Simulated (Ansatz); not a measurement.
`C=[CH][SnH]([CH3])[F]` + `NCBO` → `COBCN` + `C=[CH][SnH2][F]`  (substitution at a C–Sn bond)

Isolated molecules relaxed with PBE0-D4/def2-TZVP in Ansatz; ΔE leaves out vibrations. CCSD(T)/CBS adds triple-zeta CCSD(T) − MP2 to the extrapolated MP2 energy (def2 sets, frozen cores). This one scheme is used for every species. Functionals use def2-TZVPP. B3LYP here is the variant with VWN-RPA as its local correlation; programs differ in this. def2 core potentials past Kr. For Sn outer-core shells are correlated without core-valence functions, which leaves a few kJ/mol of doubt a bond. Each species was taken in one conformer, which may not be the lowest.

CCSD(T)/CBS gives +108.7 kJ/mol.

(1) Another level gave +102.8 kJ/mol. Which?
A. B2PLYP/def2-TZVPP
B. HF/def2-TZVPP
C. B3LYP/def2-TZVPP
D. SCS-MP2/def2-TZVPP

Largest T1 diagnostic among the species: 0.013.

Answers

(1) D. SCS-MP2/def2-TZVPP 102.8, B2PLYP 98.3, HF/def2-TZVPP 75.4, B3LYP 91.0 kJ/mol.

The D4 term adds +4.2 kJ/mol with B3LYP and +2.3 kJ/mol with PBE0; it sums over pairs of atoms, weighted by their polarisabilities, and B3LYP, whose exchange is more repulsive, gets the larger term. In def2-TZVPP, CCSD(T) changes the Hartree–Fock value by +28.1 kJ/mol (the triples alone add +3.6 kJ/mol) and MP2 by +38.2 kJ/mol.
